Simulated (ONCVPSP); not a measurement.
## Ce: one change to an ONCV potential, before and after

- Element: Ce
- Generator: ONCVPSP 4.0.1
- Type: optimised norm-conserving Vanderbilt (ONCV)
- Functional: PBE
- Relativity: scalar-relativistic
- Frozen core: [Kr] 4d10 5s2
- Valence charge: 10
- Reference configuration: 4f1 5p6 5d1 6s1.5 (charge +0.5)
- Partial waves: 6s: rc 3.35 bohr, ncon 3, nbas 7, qcut 1.8 1/bohr, 2 projectors, debl 3 Ha; 5p: rc 1.95 bohr, ncon 4, nbas 7, qcut 3.3 1/bohr, 1 projector; 5d: rc 4.00 bohr, ncon 4, nbas 9, qcut 3.2 1/bohr, 3 projectors, debl 0.9 Ha; 4f: rc 1.05 bohr, ncon 4, nbas 8, qcut 19.1 1/bohr, 2 projectors, debl 3.5 Ha
- Local potential: polynomial inside 0.85 bohr (lpopt 5, dvloc0 4 Ha)
- Core correction: Teter function, fcfact 4.5, rcfact 1.7

Change: core correction Teter function, fcfact 4.5, rcfact 1.44.

Cutoffs: the cutoffs (Ha) at which the residual kinetic energy of the hardest occupied pseudo-wave falls to 1 and 0.1 mHa per electron; they do not see the model core or the augmentation charge, which bear on the density cutoff. Errors are all-electron minus pseudo energies relative to the spin-unpolarised reference configuration.

**Question.** Predict the effect on cutoff, ghosts and configuration errors.

**Answer.** The potential gets neither clearly harder nor softer (127 Ha and 143 Ha → 127 Ha and 143 Ha); both files keep a bound ghost (p, s); of the 3 tests that both files solve, the error grows in 0 and shrinks in 2 by more than 15 % and 0.3 meV (median size 2.7 → 0.8 meV). A model core, the more so a compact one, raises the density cutoff, which this test does not measure.

| quantity | base | changed |
| --- | --- | --- |
| cutoff, loose | 127 Ha | 127 Ha |
| cutoff, tight | 143 Ha | 143 Ha |
| bound ghosts | s, p | s, p |
| GHOST(+) flags under 300 eV | d at 11.3 eV, s at 95.0 eV | d at 11.3 eV, s at 95.0 eV |
| tests counted as reliable (solved cleanly; for ONCVPSP, near-neutral configurations with less than one 5d electron left out) | 3 of 4 | 3 of 4 |
| error for 4f1 5p6 5d1 6s2, meV [ΔE -2.44 eV] | -0.5 | +0.3 |
| error for 4f1 5p6 5d1 6s1, meV [ΔE 3.63 eV] | -2.7 | -0.8 |
| error for 4f1 5p6 5d1 6s0, meV [ΔE 14.71 eV] | -37 | -1.9 |
| s: phases at 3.40 bohr within 0.05 rad from the reference energy up to (Ha; the scan ends near 5) | 1.2 | 1.2 |
| p: phases at 1.99 bohr within 0.05 rad from the reference energy up to (Ha; the scan ends near 5) | 1.5 | 1.5 |
| d: phases at 4.07 bohr within 0.05 rad from the reference energy up to (Ha; the scan ends near 5) | 0.4 | 0.4 |
| f: phases at 1.07 bohr within 0.05 rad from the reference energy up to (Ha; the scan ends near 5) | to the end of the scan | to the end of the scan |
| rms error of d²Exc/dni dnj with the model core, mHa | 7.38 | 8.15 |

 A true bound ghost makes a file unfit for plane-wave use even where its test errors are small: the radial tests pick states by their node count and pass the ghost by.
